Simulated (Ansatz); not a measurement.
`C/C=C\BN` + HBr → `NBBr` + `C=CC` at 600 K and 1 bar (ligand exchange at a B–C bond).

Isolated molecules relaxed with PBE0-D4/def2-TZVP in Ansatz; ΔE leaves out vibrations. CBS: MP2 limit from def2 TZ/QZ plus the TZ coupled-cluster correction, frozen cores. For Br outer-core shells are correlated without core-valence functions, which leaves a few kJ/mol of doubt a bond. Scalar relativity is left out up to krypton. One conformer a species, not always the lowest.

| species | CCSD(T)/CBS energy (Eh) | H − E (kJ/mol) | S (J/(mol·K)) |
| --- | --- | --- | --- |
| `C/C=C\BN` | -198.50349 | 354.0 | 419.9 |
| HBr | -2573.91920 | 33.5 | 219.1 |
| `NBBr` | -2654.70322 | 142.6 | 330.6 |
| `C=CC` | -117.74610 | 248.6 | 323.1 |

H − E and S are ideal-gas, rigid-rotor, harmonic terms from PBE0-D4/def2-TZVP, for one conformer and one mirror image of each species. 1 Eh = 2625.50 kJ/mol, R = 8.31446 J/(mol·K).

**Question.** By hand: ΔE, ΔH, ΔS and ΔG.

**Answer.** ΔE = (-2654.70322) + (-117.74610) − (-198.50349) − (-2573.91920) = -0.02663 Eh = -69.9 kJ/mol. Δ(H − E) = 142.6 + 248.6 − 354.0 − 33.5 = 3.7, so ΔH = -66.2 kJ/mol. ΔS = 330.6 + 323.1 − 419.9 − 219.1 = 14.7 J/(mol·K). ΔG = -66.2 − 600 × (14.7)/1000 = -75.0 kJ/mol.

**Question.** By hand: the equilibrium constant, and the temperature at which ΔG would vanish if ΔH and ΔS stayed fixed.

**Answer.** log₁₀ K = −ΔG/(RT ln 10) = 6.5. ΔH and −TΔS have one sign here, so there is no such temperature.

The number of gas molecules stays the same, so ΔS is small and ΔH decides. A doubt of 5 kJ/mol in ΔE shifts log₁₀ K by 0.4 here. Other conformers and mirror images would add mixing entropy, several J/(mol·K) or more a flexible species. These are equilibria of isolated gas molecules and say nothing of rates. Largest T1 diagnostic: 0.012 (customary marks: 0.02 for closed shells, 0.045 for open ones).
